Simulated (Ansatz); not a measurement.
Calculated with Ansatz (gas phase, PBE0-D4/def2-TZVP geometries, no zero-point term in ΔE). CBS: MP2 limit from def2 TZ/QZ plus the TZ coupled-cluster correction, frozen cores. Double bonds are as drawn, so ΔE can hold a change between cis and trans. Functionals use def2-TZVPP. Each species was taken in one conformer, which may not be the lowest.

`B[SiH](B)O` + `FC/C=C/[SiH3]` → `B/C=C/CF` + `B[SiH](O)[SiH3]`  (redistribution)

(1) Is it downhill or uphill in electronic energy at CCSD(T)/CBS, and by how much? (Estimate.)

(2) What do these levels give: r2SCAN, PBE0, MP2/def2-TZVPP, HF/def2-QZVPP, SCS-MP2/def2-QZVPP, MP2/CBS(def2)? (An estimate is asked.)

Largest T1 diagnostic among the species: 0.014.

Answers

(1) Computed: Downhill: ΔE = -48.5 kJ/mol.

(2) Ansatz gave: r2SCAN -55.1, PBE0 -56.8, MP2/def2-TZVPP -50.0, HF/def2-QZVPP -46.6, SCS-MP2/def2-QZVPP -47.3, MP2/CBS(def2) -50.1 kJ/mol.
